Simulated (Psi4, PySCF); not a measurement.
Input for Psi4:
```
memory 2 GB

molecule {
0 1
  Si    1.58554558   -0.29465325    0.09305373
  O    -0.00374610   -0.02898376   -0.03187953
  Si   -1.58414102    0.30551525   -0.08108531
  H     1.99636140   -0.92391127   -1.16028168
  H     2.22242187    1.00620543    0.29041493
  H     1.77723671   -1.17669751    1.24269936
  H    -2.21375802   -0.47470673    0.98249776
  H    -2.04757203   -0.09473461   -1.40797725
  H    -1.72438507    1.74364671    0.14012516
}

set basis 6-311g**
set scf_type pk
set puream true
set d_convergence 1e-8
set dft_radial_points 99
set dft_spherical_points 590

energy('bhhlyp')
print_variables()
```

### Question
Write the same job for PySCF.

### Answer
This is not unique; one that fits is 
```python
from pyscf import gto, scf, dft

mol = gto.M(
    atom='''
Si    1.58554558   -0.29465325    0.09305373
O    -0.00374610   -0.02898376   -0.03187953
Si   -1.58414102    0.30551525   -0.08108531
H     1.99636140   -0.92391127   -1.16028168
H     2.22242187    1.00620543    0.29041493
H     1.77723671   -1.17669751    1.24269936
H    -2.21375802   -0.47470673    0.98249776
H    -2.04757203   -0.09473461   -1.40797725
H    -1.72438507    1.74364671    0.14012516
''',
    basis='6-311g**',
    verbose=4,
)

mf = dft.RKS(mol)
mf.xc = 'bhandhlyp'
mf.grids.atom_grid = (99, 590)
mf.grids.prune = None
mf.kernel()
```

Both were run: Psi4 gave -657.876471 Eh and PySCF -657.876471 Eh, 0.000 mEh apart.
